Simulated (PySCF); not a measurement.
Si(H)3(NiPr2) (C6H17NSi), SMILES CC(C)N(C(C)C)[SiH3].

Coordinates come from a r2SCAN-D4/def2-SVP optimisation. The isomer is the one that the SMILES or the coordinates give; other isomers of the formula were not compared. The values are those of a single conformer.

The numbers are results of PySCF with HF/def2-SVP, not measurements.

Gas-phase values at a fixed geometry.

Computed frontier levels, gap, dipole moment and polarisability:
The highest occupied level is -9.43 eV and the lowest empty level is 4.21 eV. The orbital gap is 13.63 eV. The dipole moment is 1.18 D and the quadrupole, principal values (traceless, Buckingham form, about the centre of nuclear charge) is -2.21, -1.40, 3.61 D·Å. The mean static polarisability is 91.6 bohr³ (13.58 Å³). The polarisability, principal values is 86.0, 92.9, 96.0 bohr³.
